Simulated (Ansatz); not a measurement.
**Cost against result**

Saddle point of BH4ClO3, closed shell (BH₃O₃ ([OH][B]([OH])[OH]) + HCl → BH₂ClO₂ ([OH][B]([OH])[Cl]) + H₂O; bonds formed: B1–Cl6, O2–H5; bonds broken: B1–O2, H5–Cl6), PBE0-D4/def2-TZVP structure:

```tsv
atom	x (Å)	y (Å)	z (Å)
B1	-0.2548	-0.0599	-0.2507
O2	1.1366	0.5778	-0.2013
O3	-0.3927	-1.2735	-0.8372
O4	-1.1956	0.9146	-0.3233
H5	1.2471	0.2694	0.8253
Cl6	0.2887	-0.5972	1.9826
H7	1.0426	1.5409	-0.2332
H8	0.2087	-1.9415	-0.5013
H9	-2.0807	0.5694	-0.4608
```

Barriers are electronic and count from the start structure reached by relaxing down the imaginary mode.

Program: Ansatz 0.2.0. Basis: as named in each row. Cores are frozen in the correlated methods. B3LYP uses VWN-RPA correlation. Extrapolation: Hartree–Fock as exp(−7.88 √X), correlation as X^−2.97.

Times are rough, for one single point on 4 threads of a shared host (Arm Neoverse V2).

The estimate by CCSD(T) at an estimated basis limit (MP2 extrapolated from triple and quadruple zeta, plus CCSD(T) − MP2 in triple zeta) is 118.7 kJ/mol.

| method | basis | time (s) | barrier (kJ/mol) | method less estimate |
| --- | --- | --- | --- | --- |
| HF | STO-3G | under 1 | 58.8 | -59.9 |
| PBE-D4 | STO-3G | under 1 | 2.0 | -116.7 |
| SPW92 | def2-SVP | under 1 | 69.3 | -49.3 |
| B3LYP-D4 | 6-31G | under 1 | 99.3 | -19.3 |
| PBE-D4 | def2-SVP | under 1 | 90.3 | -28.4 |
| PBE0-D4 | def2-SVP | under 1 | 99.5 | -19.2 |
| SPW92 | def2-TZVPP | under 1 | 80.3 | -38.4 |
| PBE-D4 | def2-TZVPP | 1 | 98.9 | -19.7 |
| BLYP-D4 | def2-TZVPP | 1 | 113.3 | -5.4 |
| B3LYP-D4 | def2-TZVPP | 2 | 118.2 | -0.4 |
| BHLYP-D4 | def2-TZVPP | 2 | 127.0 | 8.3 |
| PBE0-D4 | def2-TZVPP | 2 | 106.0 | -12.7 |
| CAM-B3LYP-D4 | def2-TZVPP | 2 | 120.8 | 2.1 |
| wB97M-V | def2-SVP | 2 | 101.9 | -16.7 |
| CCSD(T) | def2-SVP | 3 | 131.4 | 12.8 |
| r2SCAN-D4 | def2-TZVPP | 3 | 102.6 | -16.1 |
| r2SCAN0-D4 | def2-TZVPP | 3 | 107.7 | -11.0 |
| B2PLYP | def2-TZVPP | 4 | 121.3 | 2.6 |
| RPA on PBE | def2-TZVPP | 4 | 123.5 | 4.9 |
| PBE-QIDH | def2-TZVPP | 4 | 112.2 | -6.4 |
| wB97X-V | def2-TZVPP | 5 | 115.4 | -3.2 |
| B97M-V | def2-TZVPP | 6 | 118.2 | -0.5 |
| wB97M-V | def2-TZVPP | 6 | 110.9 | -7.8 |
| MP2 | def2-QZVPP | 12 | 114.5 | -4.2 |
| CCSD(T) | def2-TZVPP | 87 | 121.9 | 3.2 |

All methods are single points on the PBE0-D4 structures.

T1 diagnostic: at most 0.012.

Hydrogen chloride, the by-product of chloride precursors, can attack films and sites by steps of this kind.

Labels in which every atom is bracketed show which atoms are joined, not bond orders.
